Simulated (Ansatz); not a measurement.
A run for Ansatz (a quantum-chemistry and plane-wave program): U-PBE/def2-TZVPP on OH (SMILES [OH+]), 2S+1 = 3, a spin state set in the input, which need not be the lowest. Charge +1.

Ansatz 0.2 input:
```yaml
crystal:
  periodic: [false, false, false]
  atoms:
    - {symbol: O, position_ang: [-0.00000000, -0.00000000, -0.11562548]}
    - {symbol: H, position_ang: [0.00000000, 0.00000000, 0.92500384]}
basis:
  gaussian:
    orbitals: def2-TZVPP
hamiltonian:
  xc: {name: PBE}
total_charge: 1
magnetization: {spin_polarized: true, initial_magnetization: 2}
```

Output:

```
WARN ansatz: RAYON_NUM_THREADS=2 ignored (pool sized by the plan → 2); use --threads N
Functional definition: PBE
integrals: 0.00 GiB planned
210 factors; their error is unknown
mean field: 0.08 GiB planned
mean field evaluation 1: about -2041.9904 eV, gradient 3.7e1 eV
mean field evaluation 2: about -2040.1757 eV, gradient 4.1e1 eV
mean field evaluation 4: about -2046.3287 eV, gradient 3.9e-1 eV
mean field evaluation 8: about -2046.3258 eV, gradient 1.8e-3 eV
mean field -2046.32576274 eV, -75.2010847313 hartree, gradient 2.1e-6 eV, S^2 2.004384; 0 other end points of the search recorded, 0 dependent functions left out
reference -2046.32577619 eV, -75.2010852256 hartree; 5, 3 occupied and 40, 42 virtual orbitals, 210 factors
Total energy: -2046.32577619 eV, -75.2010852256 hartree
```

The calculation finished and met its thresholds.

Cost: roughly 0.3 core-seconds.
